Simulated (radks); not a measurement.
Results of a calculation; reference values are marked as such.
Gd44+, 20 electrons, occupied as [Ar] 3d1.5 4f0.5 (fractional occupations, a model configuration).

Level of theory: Dirac Kohn-Sham, PBE, spin-unpolarised, spherical densities, finite nucleus; open shells fill j = l - 1/2 first; Fermi nuclear charge, rms radius 5.1569 fm (a radial shooting solver on a logarithmic mesh with Libxc functionals).

Energy parts (Ry):
| part | energy |
|---|---|
| total | -19192.6592 |
| kinetic | 21196.0011 |
| electron-nucleus | -42895.8261 |
| Hartree | 2820.8636 |
| exchange-correlation | -313.6978 |

Orbitals (lengths in bohr, moments of r in powers of bohr; r(max) is where P^2 peaks; r(90%) holds 90 % of the orbital's charge):
orbital  occ.  eigenvalue (Ry)      <r^4>  r(90%)   r(max)  <1/r>
1s1/2       2        -3873.516  1.141e-06  0.0396  0.01392  71.65
2s1/2       2        -797.3518  0.0001731   0.143  0.07889  17.24
2p1/2       2        -768.5565  0.0001066   0.126  0.05960  17.18
2p3/2       4        -716.6544  0.0001388   0.135  0.06535  15.20
3s1/2       2        -298.3034   0.005193   0.332   0.2152  6.764
3p1/2       2        -287.1227   0.004494   0.322   0.2016  6.692
3p3/2       4        -274.4901   0.005351   0.336   0.2123  6.175
3d3/2     1.5        -257.7089   0.003345   0.301   0.1651  6.053
3d5/2       0        -254.7449   0.003530   0.305   0.1680  5.924
4f5/2     0.5        -128.9565    0.03795   0.550   0.3320  3.013
4f7/2       0        -128.5618    0.03858   0.553   0.3338  2.994

The highest occupied level is 4f5/2 at -1754.5 eV. The configuration is held as typed, so some empty levels lie below it. The electron density at the nucleus is 6.28e+05 e/bohr^3.
